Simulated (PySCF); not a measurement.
Work out the structure from these simulated measurements.

Formula: C4H10GaN.

| Quantity | Value |
| --- | --- |
| Dipole | 0.96 D [wB97X-D/def2-SVPD] |
| Triplet | lowest triplet excitation (Tamm–Dancoff): 4.13 eV [TDA wB97X-D/def2-SVPD] |
| 13C NMR | chemical shifts (computed TMS as zero) by class: 164.0 (1 C), 140.8 (1 C), 37.7 (1 C), 31.2 (1 C) ppm [GIAO B3LYP/pcSseg-1] |
| UV, first state | lowest singlet excitation: 5.49 eV (226 nm, f = 0.212) [TDDFT wB97X-D/def2-SVPD] |
| Polarisability | 88.8 au [wB97X-D/def2-SVPD] |
| Couplings | largest of the computed one-bond spin–spin couplings (means over like bonds): 13C–1H +170.1, 13C–1H +160.1, 13C–1H +138.4 (×3), 13C–1H +132.6 (×3), 15N–1H -78.9, 13C–13C +65.0, 13C–13C +38.6, 15N–13C -9.1 Hz [B3LYP/pcJ-1 (pcSseg-1 on Ga), spin–dipole term left out for some pairs] |
| NMR, other nuclei | isotropic shieldings of nuclei other than C and H, by class: 167 (1 N), 1300 (1 Ga) ppm [GIAO B3LYP/pcSseg-1] |
| 1H NMR | chemical shifts (computed TMS as zero) by class: 6.14 (1 H), 5.67 (1 H), 4.75 (1 H), 3.25 (3 H), 2.44 (1 H), 2.24 (3 H) ppm [GIAO B3LYP/pcSseg-1] |
| Rotational structure | rotational constants A, B, C: 3.611, 1.687, 1.167 GHz [PBE0-D3(BJ)/def2-SVP] |
| Valence photoelectron | vertical ionisation energy: 8.61 eV [ΔSCF wB97X-D/def2-SVPD] |

Gas-phase values; electronic properties from PySCF, density fitting. Levels stand in brackets. Isolated species at its PBE0-D3(BJ)/def2-SVP geometry (one conformer only). Relativistic effects, spin–orbit coupling among them, are left out although an element past zinc is present. NMR classes are plain means over equivalent atoms (diastereotopic ones count apart unless rotation or inversion swaps them), as if these changed places fast.

Question: Propose a structure and show how it fits.

Answer: Numbering: `[CH2:1]=[C:2]([CH3:3])[GaH:4][NH:5][CH3:6]`. 4 carbons fall into 4 classes; from least to most shielded: fully substituted alkene carbon [C2] (164.0 ppm), terminal =CH2 carbon [C1] (140.8 ppm), N-methyl carbon [C6] (37.7 ppm), allylic carbon [C3] (31.2 ppm). Hydrogen classes from least to most shielded: 1 H on a terminal =CH2 carbon, C1 (6.14 ppm), 1 H on a terminal =CH2 carbon, C1 (5.67 ppm), 1 H on a gallium bonded to C, N and H, Ga4 (4.75 ppm), 3 H on an N-methyl carbon, C6 (3.25 ppm), 1 H on a nitrogen bonded to C, Ga and H, N5 (2.44 ppm), 3 H on an allylic carbon, C3 (2.24 ppm). The other shieldings belong to: 167 ppm, nitrogen bonded to C, Ga and H [N5]; 1300 ppm, gallium bonded to C, N and H [Ga4]. The couplings run between: +170.1 Hz, terminal =CH2 carbon [C1] and its hydrogen; +160.1 Hz, terminal =CH2 carbon [C1] and its hydrogen; +138.4 Hz, N-methyl carbon [C6] and its hydrogen (with 2 like pairs); +132.6 Hz, allylic carbon [C3] and its hydrogen (with 2 like pairs); -78.9 Hz, nitrogen bonded to C, Ga and H [N5] and its hydrogen; +65.0 Hz, terminal =CH2 carbon [C1] and fully substituted alkene carbon [C2]; +38.6 Hz, fully substituted alkene carbon [C2] and allylic carbon [C3]; -9.1 Hz, nitrogen bonded to C, Ga and H [N5] and N-methyl carbon [C6]. The first electron is taken from the HOMO, whose largest Löwdin shares are 0.56 on the nitrogen bonded to C, Ga and H, 0.13 on the N-methyl carbon, 0.09 on the gallium bonded to C, N and H and 0.05 on the N–H hydrogen. The optimised geometry has point group Cs and is an asymmetric top. Structure: `[NH](C)[GaH][C](=C)C`. Computed isomers that give other values at the same levels: `[GaH2][N]1CCCC1` (rotational constant A: 5.897 GHz; this holds for the one conformer computed); `C=C[CH2][GaH][NH]C` (rotational constant A: 11.322 GHz; this holds for the one conformer computed). The assignments are read from this structure; whether some other isomer fits the data as well wasn't checked. NMR values of atoms bound to Ga lack the spin–orbit term that these neighbours bring.

Shape of the structure used: `[CH2:1]=[C:2]([CH3:3])[GaH:4][NH:5][CH3:6]`: C1–C2–Ga4–N5 180°, C2–Ga4–N5–C6 0°.
